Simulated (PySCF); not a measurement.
Br (bromine, neutral) across methods

[Ar] 3d10 4s2 4p5, 2P determinant. Calculation: PySCF 2.14, in aug-cc-pVDZ-DK; scalar relativity by spin-free X2C-1e. The B2PLYP total includes its PT2 part (frozen core); its orbital energies are those of the SCF part.

| method | E (hartree) | mean ε 4s β (eV) | mean ε 4p α (eV) | mean ε 4p β (eV) | Σ⟨r²⟩ (bohr²) | ⟨S²⟩ |
| --- | --- | --- | --- | --- | --- | --- |
| PBE | -2605.752 | -19.650 | -8.228 | -7.404 | 40.24 | 0.751 |
| UHF | -2604.30023 | -26.429 | -12.978 | -11.745 | 40.23 | 0.756 |
| wB97M-V | -2605.885 | -24.323 | -11.872 | -11.030 | 40.33 | 0.752 |
| LDA | -2602.362 | -19.933 | -8.329 | -7.531 | 40.20 | 0.751 |
| PBE0 | -2605.811 | -21.619 | -9.632 | -8.727 | 40.02 | 0.752 |
| TPSS | -2606.016 | -19.840 | -8.353 | -7.522 | 40.05 | 0.752 |
| wB97X | -2606.167 | -24.441 | -12.041 | -11.161 | 40.06 | 0.752 |
| B2PLYP | -2605.655 | -23.486 | -10.815 | -9.841 | 40.19 | 0.753 |

Question: Estimate the same row for r2SCAN.

Answer: E (hartree) = -2606.081; mean ε 4s β (eV) = -20.148; mean ε 4p α (eV) = -8.655; mean ε 4p β (eV) = -7.742; Σ⟨r²⟩ (bohr²) = 39.89; ⟨S²⟩ = 0.753.
